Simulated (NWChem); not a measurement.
System meant: C6H9O, doublet; SMILES O=C1[CH]CCCC1

Input file for NWChem:

```
start job
memory heap 200 mb stack 900 mb global 1100 mb
geometry units angstroms noautoz
  O      0.083432     2.408246     0.036144
  C      0.047458     1.166100     0.030350
  C      1.258261     0.396558    -0.056555
  C      1.309793    -1.096866    -0.094481
  C     -0.019092    -1.758933     0.309889
  C     -1.208904    -1.038602    -0.337846
  C     -1.283713     0.421288     0.135189
  H      2.180476     0.967570    -0.139016
  H      2.137938    -1.459138     0.532292
  H      1.578628    -1.406936    -1.120825
  H     -0.126906    -1.722874     1.402738
  H     -0.004180    -2.818440     0.029191
  H     -2.146033    -1.557136    -0.102965
  H     -1.100895    -1.068711    -1.431572
  H     -2.032929     0.995721    -0.420278
  H     -1.593076     0.454240     1.190582
end
basis spherical
  * library def2-svp
end
dft
  odft
  mult 2
  xc xpbe96 cpbe96
  iterations 4
  mulliken
end
task dft energy
```

End of the output:

```
     --------------------------
     Expectation value of S2:
     --------------------------
      <S2> =      0.7544 (Exact =     0.7500)

 center of mass
 --------------
 x =   0.02159846 y =   0.14754667 z =   0.00075458

 moments of inertia (a.u.)
 ------------------
         742.782085052927          -0.000000000000          -0.000000000000
          -0.000000000000         398.811176215027           0.000000000000
          -0.000000000000           0.000000000000        1069.109588487304

     Multipole analysis of the density
     ---------------------------------

     L   x y z        total         alpha         beta         nuclear
     -   - - -        -----         -----         ----         -------
     0   0 0 0     -0.000000    -27.000000    -26.000000     53.000000

     1   1 0 0      0.174463     -0.802902      0.977365      0.000000
     1   0 1 0     -1.412369     -1.464148      0.051779      0.000000
     1   0 0 1     -0.016152      0.045226     -0.061378     -0.000000

     2   2 0 0    -29.387730   -129.327015   -124.478349    224.417634
     2   1 1 0     -0.546055      0.395264      1.015333     -1.956652
     2   1 0 1     -0.283231      0.292327      0.074395     -0.649953
     2   0 2 0    -38.052190   -218.270245   -210.954144    391.172199
     2   0 1 1      0.035890     -0.039522      0.207470     -0.132057
     2   0 0 2    -31.254376    -32.083318    -30.017560     30.846502

 ------------------------------------------------------------------------
 dft energy failed                                                                                  0
 ------------------------------------------------------------------------
 ------------------------------------------------------------------------
  current input line :
    31: task dft energy
 ------------------------------------------------------------------------
 ------------------------------------------------------------------------
 This type of error is most commonly associated with calculations not reaching convergence criteria
 ------------------------------------------------------------------------
 For more information see the NWChem manual at https://nwchemgit.github.io

0:dft energy failed:Received an Error in Communication
```

Problem. What is wrong, and how is it mended?

Solution. Convergence was not reached. Cause: the SCF was allowed too few iterations. This input runs:
```
start job
memory heap 200 mb stack 900 mb global 1100 mb
geometry units angstroms noautoz
  O      0.083432     2.408246     0.036144
  C      0.047458     1.166100     0.030350
  C      1.258261     0.396558    -0.056555
  C      1.309793    -1.096866    -0.094481
  C     -0.019092    -1.758933     0.309889
  C     -1.208904    -1.038602    -0.337846
  C     -1.283713     0.421288     0.135189
  H      2.180476     0.967570    -0.139016
  H      2.137938    -1.459138     0.532292
  H      1.578628    -1.406936    -1.120825
  H     -0.126906    -1.722874     1.402738
  H     -0.004180    -2.818440     0.029191
  H     -2.146033    -1.557136    -0.102965
  H     -1.100895    -1.068711    -1.431572
  H     -2.032929     0.995721    -0.420278
  H     -1.593076     0.454240     1.190582
end
basis spherical
  O library def2-svp
  C library def2-svp
  H library def2-svp
end
dft
  odft
  mult 2
  xc xpbe96 cpbe96
  iterations 150
  mulliken
end
task dft energy
```
It converges to -308.61936 Ha (PBE/def2-SVP, spin-unrestricted).
